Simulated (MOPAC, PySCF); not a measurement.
The same groups moved round the core (butadiene methyl+boryl). All species are isolated molecules in the gas phase. One relaxed conformer stands for each flexible species; it need not be the lowest. Strings in code marks are SMILES.

Quantity: electronic energy of isomers of C5H9B relative to `B/C=C/C=C/C`, in kcal/mol. Semi-empirical values (MOPAC) are differences of heats of formation.

Level 1: CAM-B3LYP-D3(BJ)/def2-TZVP (PySCF)
Level 2: PBE-D3(BJ)/def2-TZVP // CAM-B3LYP-D3(BJ)/def2-TZVP (PySCF)
Level 3: HF/3-21G // CAM-B3LYP-D3(BJ)/def2-TZVP (PySCF)
Level 4: AM1 // CAM-B3LYP-D3(BJ)/def2-TZVP (MOPAC)

```csv
species,level 1,level 2,level 3,level 4
`B/C=C/C=C\C`,1.56,1.43,1.88,1.19
`BC(=C)C(=C)C`,6.60,7.80,7.88,8.41
`B/C=C(\C)C=C`,2.53,2.70,3.87,4.64
```
